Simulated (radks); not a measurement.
Radial electron density D(r) = 4 pi r^2 rho(r) of an atom or ion with 46 electrons. Method: Dirac Kohn-Sham, revPBE, spin-unpolarised, spherical densities, finite nucleus; Fermi nuclear charge, rms radius of each element as measured or else 0.836 A^(1/3) + 0.57 fm; computed with a radial shooting solver on a logarithmic mesh with Libxc functionals.

r (bohr),D(r) (e/bohr)
0.001925,3.933
0.002589,6.443
0.003481,10.33
0.004717,16.28
0.006342,24.38
0.008527,34.65
0.01146,45.99
0.01541,55.81
0.02072,60.66
0.02786,58.65
0.03746,53.26
0.05036,53.53
0.06825,64.96
0.09176,75.63
0.1234,68.80
0.1659,53.09
0.223,54.21
0.2998,60.73
0.4031,43.01
0.542,20.08
0.7286,17.24
0.9875,17.93
1.328,11.01
1.785,4.424
2.4,1.382
3.227,0.3965
4.338,0.1234
5.832,0.03308
7.841,0.004618
10.54,0.0002148

What is the nuclear charge?

Answer. Z = 47. The innermost maximum, from 1s, lies near gamma/Z bohr with gamma = sqrt(1 - (Z/c)^2) = 0.939, here 0.02 bohr (found: 0.0219), and its height grows with Z. The density is that of the silver ion Ag+ in [Ar] 3d10 4s1.5 4p6 4d10 5p0.5; the configuration itself is not fixed sharply by these data, and Z only to a few units. D(r) has 4 maxima, at r = 0.0219, 0.0963, 0.288, 0.883 bohr, and minima at 0.0436, 0.189, 0.646 bohr, inside which lie 2.05, 11.19, 28.98 electrons.
